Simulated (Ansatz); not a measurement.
Zn6H18S6⁺. The state is a doublet with charge 1. Geometry PBE-D4/def2-SVP, that of the neutral singlet; atoms count from 1.

Cartesian coordinates in Å:
```
S -0.045 -3.173 -0.644
Zn 1.630 -1.873 -1.716
Zn -2.012 0.680 -2.110
S 0.362 0.525 -2.099
S 2.862 -1.488 0.278
Zn 1.171 2.528 -1.100
Zn -1.482 -2.396 1.081
S -2.184 0.097 0.190
S 0.290 -1.920 2.591
Zn 2.036 -0.358 2.197
Zn -1.644 2.054 1.430
S 0.695 1.766 1.103
H -1.880 -1.708 -2.410
H -0.900 -3.486 -1.653
H 2.149 -1.964 -3.190
H -2.396 -1.469 -2.939
H -3.033 1.209 -3.148
H 0.638 0.766 -3.410
H 3.894 -0.704 -0.133
H 3.180 1.228 -0.804
H 3.425 1.907 -1.092
H 1.602 3.898 -1.676
H -2.955 -2.823 1.398
H -3.536 0.065 0.342
H -0.348 -1.415 3.680
H -1.298 0.478 3.220
H 2.818 0.522 3.230
H -2.497 3.210 2.008
H -1.726 1.043 3.536
H 1.184 2.800 1.840
```

Single mean-field runs in def2-TZVP are fitted with def2-universal-jkfit. In the doublet geometry the species has come apart into loosely held pieces.

Question: Estimate the Mulliken populations of the heavy atoms from the PBE0/def2-TZVP orbitals of Ansatz.

Answer: 
```csv
atom,charge (e),spin (α − β),d electrons
S1,-0.31,0.09,–
Zn2,0.30,0.03,10.07
Zn3,0.26,0.00,10.06
S4,-0.38,0.07,–
S5,-0.31,0.09,–
Zn6,0.26,0.00,10.06
Zn7,0.28,0.03,10.07
S8,-0.38,0.04,–
S9,-0.32,0.07,–
Zn10,0.28,0.03,10.07
Zn11,0.26,0.00,10.06
S12,-0.38,0.04,–
```
Mulliken values depend strongly on the basis.

Question: Where does the spin sit?

Answer: Summed by element: S 0.39, Zn 0.09, H 0.51, of 1 unpaired in all. Largest on single atoms: H15 0.27, H23 0.12, H27 0.12.

Question: And the Mayer bond orders between heavy atoms (over 0.3)?

Answer: S1–Zn2 0.66 (2.38 Å); S1–Zn7 0.59 (2.38 Å); Zn2–S5 0.66 (2.38 Å); Zn3–S4 0.55 (2.38 Å); Zn3–S8 0.57 (2.38 Å); S4–Zn6 0.55 (2.38 Å); S5–Zn10 0.59 (2.38 Å); Zn6–S12 0.57 (2.38 Å); Zn7–S9 0.63 (2.38 Å); S8–Zn11 0.56 (2.38 Å); S9–Zn10 0.63 (2.38 Å); Zn11–S12 0.56 (2.38 Å).
